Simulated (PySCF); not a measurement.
B(Me)2(PH2) (C2H8BP), SMILES CB(C)P.

The structure is a stationary point at B3LYP-D3(BJ)/def2-SVP. The values are those of a single conformer.

These are TDDFT-ωB97X/def2-SVPD in PySCF values and carry that method's errors.

Vertical excitations. The molecule is in vacuum.

Computed lowest excited states:
| state | energy (eV) | λ (nm) | f | main pairs |
|---|---|---|---|---|
| S1 | 5.41 | 229 | 0.069 | HOMO→LUMO 85 % |
| S2 | 6.71 | 185 | 0.050 | HOMO→LUMO+1 58 %, HOMO→LUMO+3 11 %, HOMO−1→LUMO 9 % |
| S3 | 6.73 | 184 | 0.006 | HOMO−2→LUMO 85 % |
| S4 | 6.76 | 183 | 0.028 | HOMO→LUMO+2 79 % |
| S5 | 6.87 | 180 | 0.106 | HOMO−1→LUMO 73 % |
| S6 | 7.72 | 161 | 0.161 | HOMO→LUMO+5 65 % |
| S7 | 8.35 | 149 | 0.039 | HOMO→LUMO+6 38 %, HOMO→LUMO+3 27 %, HOMO−1→LUMO+1 18 %, HOMO→LUMO+1 7 % |
| S8 | 8.69 | 143 | 0.072 | HOMO−1→LUMO+1 65 %, HOMO→LUMO+6 16 % |
| S9 | 8.79 | 141 | 0.001 | HOMO−3→LUMO 69 %, HOMO−1→LUMO+2 16 % |
| S10 | 8.85 | 140 | 0.031 | HOMO→LUMO+4 51 %, HOMO−2→LUMO+1 22 % |
| T1 | 4.44 | 279 | 0 | HOMO→LUMO 93 % |
| T2 | 5.97 | 208 | 0 | HOMO→LUMO+2 80 % |
| T3 | 6.14 | 202 | 0 | HOMO−1→LUMO 73 % |
| T4 | 6.27 | 198 | 0 | HOMO−2→LUMO 91 % |
Triplets are in the Tamm–Dancoff approximation, which puts them higher than full response would, so one can lie above its singlet here.
